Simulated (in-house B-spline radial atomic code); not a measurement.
Cu. Computed with a B-spline radial atomic code. Model: all-electron spherical atom, spin shells full or empty, radial basis limit, no spin-orbit coupling: exact exchange with a local potential (Slater, KLI or optimised effective potential, whose far tail is KLI's), no correlation.

Empty minority-spin level lies below the highest occupied level: each spin potential is zero at infinity, spin occupations fixed.

The run also made RPA and GW results, which its time includes.

The Slater potential averages the orbital exchange potentials with the orbital densities as weights, KLI adds orbital constants, and the optimised effective potential minimises the exact-exchange energy among local potentials. So their energies lie above Hartree-Fock in the order OEP, KLI, Slater. All fall off as −1/r, unlike LDA and GGA exchange.

Command:
```bash
python run_gw.py task.json out
```
Settings (lengths in bohr, energies in hartree):
```
Z                      29
electrons              29
configuration          [Ar] 3d10 4s1
hamiltonian            nr
method                 oep
lmax                   9
spin_polarised         True
box_radius             40
intervals              78
ion_configuration      [Ar] 3d10
```

Cost of the run: 16 s on 1 thread of Arm Neoverse N1 (shared host).

Given: hamiltonian non-relativistic; mean-field start exchange-only OEP.

Computed: energy above Hartree-Fock 11.975 millihartree; virial ratio -E/T less 1 0.

| radius (bohr) | r times exchange potential up (hartree bohr) | r times exchange potential down (hartree bohr) |
| --- | --- | --- |
| 0.00172 | -0.039868 | -0.04026 |
| 0.00217 | -0.050246 | -0.050741 |
| 0.00273 | -0.063112 | -0.063735 |
| 0.00344 | -0.079318 | -0.080103 |
| 0.00433 | ? | ? |
| 0.00546 | -0.12461 | -0.12586 |
| 0.00687 | -0.15532 | -0.15689 |
| 0.00865 | -0.19279 | -0.19477 |
| 0.0109 | -0.23781 | -0.2403 |
| 0.0137 | ? | ? |
| 0.0173 | -0.34955 | -0.35351 |
| 0.0218 | -0.41278 | -0.41776 |
| 0.0274 | -0.47395 | -0.48017 |
| 0.0345 | -0.52517 | -0.53286 |
| 0.0434 | -0.55185 | -0.56116 |
| 0.0547 | -0.53713 | -0.54798 |
| 0.0689 | -0.49015 | -0.50244 |
| 0.0867 | -0.50883 | -0.52384 |
| 0.109 | -0.65235 | -0.67288 |
| 0.137 | -0.81092 | -0.83846 |
| 0.173 | -0.91922 | -0.95441 |
| 0.218 | -0.94203 | -0.98523 |
| 0.274 | -0.83158 | -0.88269 |
| 0.346 | -0.68717 | -0.75089 |
| 0.435 | -0.91986 | -1.0058 |
| 0.548 | -1.1889 | -1.2982 |
| 0.69 | -1.3444 | -1.4762 |
| 0.869 | -1.3849 | -1.539 |
| 1.09 | -1.3002 | -1.4838 |
| 1.38 | -1.0968 | -1.3556 |
| 1.73 | -0.85268 | -1.2301 |
| 2.18 | -0.73158 | -1.1339 |
| 2.75 | -0.79401 | -1.0731 |
| 3.46 | -0.90063 | -1.0402 |
| 4.36 | -0.97224 | -1.0232 |
| 5.49 | -1.0049 | -1.0142 |
| 6.91 | -1.0157 | -1.0085 |

**Question.** What belongs in the row 0.00433?

**Answer.** r times exchange potential up (hartree bohr): -0.099443; r times exchange potential down (hartree bohr): -0.10043.

**Question.** What belongs in the row 0.0137?

**Answer.** r times exchange potential up (hartree bohr): -0.28978; r times exchange potential down (hartree bohr): -0.29292.

```json
{"occupied": "1s up", "level (hartree)": "-321.51", "Hartree-Fock level (hartree)": "-328.79"}
{"occupied": "1s down", "level (hartree)": "?", "Hartree-Fock level (hartree)": "?"}
{"occupied": "2s up", "level (hartree)": "-38.278", "Hartree-Fock level (hartree)": "-40.819"}
{"occupied": "2s down", "level (hartree)": "-38.473", "Hartree-Fock level (hartree)": "-40.819"}
{"occupied": "2p up", "level (hartree)": "?", "Hartree-Fock level (hartree)": "?"}
{"occupied": "2p down", "level (hartree)": "-33.727", "Hartree-Fock level (hartree)": "-35.619"}
{"occupied": "3s up", "level (hartree)": "-4.2329", "Hartree-Fock level (hartree)": "-5.0124"}
{"occupied": "3s down", "level (hartree)": "-4.4212", "Hartree-Fock level (hartree)": "-5.0116"}
{"occupied": "3p up", "level (hartree)": "-2.7535", "Hartree-Fock level (hartree)": "-3.3222"}
{"occupied": "3p down", "level (hartree)": "-2.941", "Hartree-Fock level (hartree)": "-3.3274"}
{"occupied": "3d up", "level (hartree)": "-0.30462", "Hartree-Fock level (hartree)": "-0.48906"}
{"occupied": "3d down", "level (hartree)": "-0.48923", "Hartree-Fock level (hartree)": "-0.49331"}
{"occupied": "4s up", "level (hartree)": "-0.24052", "Hartree-Fock level (hartree)": "-0.23963"}
```

**Question.** What belongs in the row 1s down?

**Answer.** level (hartree): -321.72; Hartree-Fock level (hartree): -328.79.

**Question.** What belongs in the row 2p up?

**Answer.** level (hartree): -33.534; Hartree-Fock level (hartree): -35.617.

```csv
empty,level (hartree)
4s down,-0.3514
4p down,-0.1697
4p up,-0.12205
5s down,?
5s up,-0.082925
5p down,-0.063656
4d down,-0.057369
4d up,-0.055166
```

**Question.** What belongs in the row 5s down?

**Answer.** level (hartree): -0.094491.

The highest level, 4s up, differs from Hartree-Fock by -0.024 eV and the deepest, 1s down, by +193 eV: a local potential can match the highest level but can't give each shell its own exchange.
